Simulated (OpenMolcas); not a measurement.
## A convergence study on BF3 (boron trifluoride)

The species is BF3 (4 atoms), meant as a singlet with charge 0. As SMILES, `FB(F)F`. The coordinates come from a GFN2-xTB relaxation.

| atom | x (Å) | y (Å) | z (Å) |
| --- | --- | --- | --- |
| F | 0.5395 | 0.2090 | 1.1643 |
| B | -0.0005 | 0.0000 | 0.0003 |
| F | -0.2628 | -1.2132 | -0.3865 |
| F | -0.2762 | 1.0042 | -0.7782 |

Program: OpenMolcas 26.06. Method: r2SCAN/cc-pVQZ (RICD fitting). Swept: integration grid. Watched: the HOMO–LUMO gap. Each run: energy. Hardware: 1 thread of Arm Neoverse V2, shared host.

The last row is the best point of the sweep, not the limit.

The candidates, from coarse to fine: Coarse; SG1Grid; Fine; UltraFine. Estimate which is the coarsest that holds the HOMO–LUMO gap within 0.001 eV of the last.

SG1Grid: it is 0.0000 eV off and takes 22 s, against 67 s for UltraFine.

| integration grid | value (eV) | from the best (eV) | wall time |
| --- | --- | --- | --- |
| Coarse | 10.9557 | -0.0027 | 19 s |
| SG1Grid | 10.9585 | 0.0000 | 22 s |
| Fine | 10.9588 | +0.0003 | 31 s |
| UltraFine | 10.9585 | 0.0000 | 67 s |
